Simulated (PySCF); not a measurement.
# One molecule, several mistakes: BClFH2Si anion

All numbers below are calculated, not measured. They come from PySCF 2.14.0, an open-source quantum chemistry program, on an isolated molecule that a program drew, which may never have been made. The molecule is BClFH2Si anion (charge -1, singlet), drawn as the SMILES string `F[SiH-]BCl`.

Each row is a Hartree-Fock (HF) and frozen-core CCSD(T) single point in the aug-cc-pV(D+d)Z basis, meant for a local HF minimum. Run 1 is clean. Each other run has one planted mistake out of seven kinds, and not every kind appears here: one electron removed, one electron added, multiplicity raised by two, geometry at a saddle point, minimal basis STO-3G, one bond length entered in bohr, all coordinates scaled. The reference is restricted for singlets and unrestricted otherwise, and also for a bond in bohr. Adding or removing an electron swaps singlet and doublet. Electrons count all cores. HOMO and LUMO are orbital energies over both spins, the gradient is its largest component, and the lowest frequency (negative if imaginary) is given only where the gradient is small. Bond lengths are over the 5 bonds as drawn. T1 is the CCSD diagnostic: over 0.02 (restricted) or 0.045 (unrestricted) a single reference is doubtful.

Geometry of the clean run:
```xyz
6
BClFH2Si anion, angstrom
F     1.6736   -0.6362    1.4372
Si    0.5100   -1.8161    1.7152
B    -1.0765   -0.9977    2.5890
Cl   -1.0858    0.4694    3.6976
H    -0.0084   -2.0571    0.3086
H    -2.1225   -1.5949    2.6599
```

```
run,electrons,basis functions,<S^2>,HOMO (eV),LUMO (eV),gradient (hartree/bohr),lowest frequency (cm^-1),mean bond (Å),longest bond (Å),T1,HF (hartree),CCSD(T) (hartree),mistake
1,48,128,0.000,-2.28,3.88,2.5e-05,99,1.6463,1.988,0.0232,-873.82194,-874.43894,no fault
2,48,128,0.000,-1.71,3.90,2.6e-05,-228,1.6116,1.875,0.0153,-873.81390,-874.43496,geometry at a saddle point
3,48,128,2.017,-1.20,3.82,2.7e-02,-,1.6463,1.988,0.0193,-873.78517,-874.37825,multiplicity raised by two
4,48,128,0.000,-2.80,3.87,3.5e-02,-,1.7797,2.149,0.0250,-873.79657,-874.41875,all coordinates scaled
5,47,128,0.772,-10.40,-0.43,4.6e-02,-,1.6463,1.988,0.0202,-873.77998,-874.35693,?
6,48,128,0.792,-1.47,3.71,1.9e-02,-,2.0000,3.756,0.0657,-873.72988,-874.33279,?
```

**Which mistake was planted in run 5, and what did it cost?**

It counts 47 electrons, one fewer than the clean run, at the same geometry and basis. So the mistake is: one electron removed. Subtracting run 1 and multiplying by 627.51 kcal/mol a hartree, the energy moved by 26.3 kcal/mol in HF and 51.5 kcal/mol in CCSD(T).

**Which mistake was planted in run 6, and what did it cost?**

The mean bond changes by a factor of 1.215 and the longest by 1.889, so the molecule wasn't scaled as a whole. A length L in bohr read as angstrom grows by (1/0.5292 - 1) L = 0.890 L. The 5 bonds together grew by 5 x 0.3537 = 1.768 Å, which gives L = 1.988 Å. That is bond Si2-B3, 1.988 Å in the clean geometry. So the mistake is: one bond length entered in bohr. Subtracting run 1 and multiplying by 627.51 kcal/mol a hartree, the energy moved by 57.8 kcal/mol in HF and 66.6 kcal/mol in CCSD(T).

Cautions from the logs. Run 1: T1 is over the limit, so its CCSD(T) energy is less reliable; run 4: T1 is over the limit, so its CCSD(T) energy is less reliable; run 6: T1 is over the limit, so its CCSD(T) energy is less reliable.
